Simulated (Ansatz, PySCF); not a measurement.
Spin states of Br2OW (SMILES [O]=[W]([Br])[Br]), each relaxed with B3LYP-D3(BJ)/def2-TZVP.
State 1 (charge 0, multiplicity 3):
```xyz
4

W     -0.133    -0.098    -0.036
O     -1.338    -1.256    -0.261
Br    -0.386     2.083    -1.098
Br     1.800    -0.663     1.339
```
State 2 (charge 0, multiplicity 1):
| atom | x (Å) | y (Å) | z (Å) |
|---|---|---|---|
| W | -0.0608 | -0.0278 | -0.0226 |
| O | -1.2594 | -1.1814 | -0.2458 |
| Br | -0.4883 | 2.0425 | -1.1409 |
| Br | 1.7505 | -0.7665 | 1.3533 |

| level | energy of the multiplicity-1 state less that of the multiplicity-3 state (kJ/mol) | cost |
|---|---|---|
| SVWN5/def2-TZVPP | 0.5 | ×0.8 |
| r2SCAN-D3(BJ)/def2-TZVPP | 39.6 | ×2 |
| B3LYP/def2-TZVPP | 19.8 | ×1 |
| B3LYP-D3(BJ)/def2-TZVPP | 19.6 | ×1 |
| B3LYP-D4/def2-TZVPP | 19.6 | ×1 |
| BHLYP/def2-TZVPP | 34.9 | ×2 |
| BHLYP-D3(BJ)/def2-TZVPP | 34.8 | ×2 |
| BHLYP-D4/def2-TZVPP | 34.8 | ×2 |
| CAM-B3LYP/def2-TZVPP | 24.3 | ×2 |
| B2PLYP/def2-TZVPP | 13.5 | ×2 |
| B2PLYP-D4/def2-TZVPP | 13.4 | ×2 |
| CCSD(T)/def2-SVP | 19.7 | ×20 |
| CCSD(T)/def2-TZVPP | 13.0 | ×200 |
| CCSD(T)/CBS(def2-SVP, def2-TZVPP) | 12.6 | ×200 |

The rows run from 0.5 (SVWN5/def2-TZVPP) to 39.6 kJ/mol (r2SCAN-D3(BJ)/def2-TZVPP). From def2-SVP to def2-TZVPP CCSD(T) changes by -6.7. The dispersion term adds -0.2 in B3LYP-D3(BJ), -0.2 in B3LYP-D4, -0.2 in BHLYP-D3(BJ). The 5 functionals in def2-TZVPP without D3 or D4 span 34.5, from SVWN5 to BHLYP.

Singlets are restricted, other states unrestricted; no spin–orbit coupling, no relativity up to Kr; see below for the cores. The largest T1 diagnostic is 0.023.

Correlated levels freeze the inner cores; with def2 sets outer-core shells near the valence are correlated too. CBS(a, b) extrapolates the correlation energy as X⁻³ and adds the Hartree–Fock energy of set b.

Doubts at one or more of the structures used: a restricted determinant that unrestricted orbitals would lower (B2PLYP/def2-TZVPP, B2PLYP-D4/def2-TZVPP, CCSD(T)/def2-SVP, CCSD(T)/def2-TZVPP, CCSD(T)/CBS(def2-SVP, def2-TZVPP)); a spin-contaminated determinant (CCSD(T)/def2-SVP, CCSD(T)/CBS(def2-SVP, def2-TZVPP)).

Run with Ansatz (a quantum-chemistry and plane-wave program) with Gaussian orbitals; PySCF for the dispersion terms. Each number belongs to the level named beside it. In def2 rows elements past Kr take small-core potentials, without spin–orbit coupling.

Costs are rough ratios of core time to PBE/def2-TZVPP (about 19 s over the structures, on one shared machine); a dash marks a level with no comparable run of its own.
